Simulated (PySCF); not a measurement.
vinylidene fluoride (C2H2F2), SMILES C(F)(=C)F. Atoms are numbered in the order given.

```xyz
6

C      0.0000     0.0000     1.3819
C      0.0000     0.0000     0.0582
F      0.0000     1.0734    -0.6934
F      0.0000    -1.0734    -0.6934
H      0.0000    -0.9458     1.9200
H      0.0000     0.9458     1.9200
```
Charge 0, spin multiplicity 1.

Coordinates come from a PBE0-D3(BJ)/def2-SVP optimisation.

The numbers are results of PBE/def2-TZVPD in PySCF, not measurements.

Mulliken values depend strongly on the basis, most of all with diffuse functions as here. ESP charges are fitted to the potential on shells at 1.4 to 2.0 van der Waals radii. Atomic charges (e):

| atom | ESP fit | Mulliken |
|---|---|---|
| C1 | … | -0.56 |
| C2 | … | 0.48 |
| F3 | … | -0.17 |
| F4 | … | -0.17 |
| H5 | … | 0.21 |
| H6 | … | 0.21 |

### Question
Fill in the missing entries. (An estimate is asked for; the answer gives what the named calculation found.)

### Answer

- C1, ESP fit: -0.77
- C2, ESP fit: 0.53
- F3, ESP fit: -0.15
- F4, ESP fit: -0.15
- H5, ESP fit: 0.27
- H6, ESP fit: 0.27
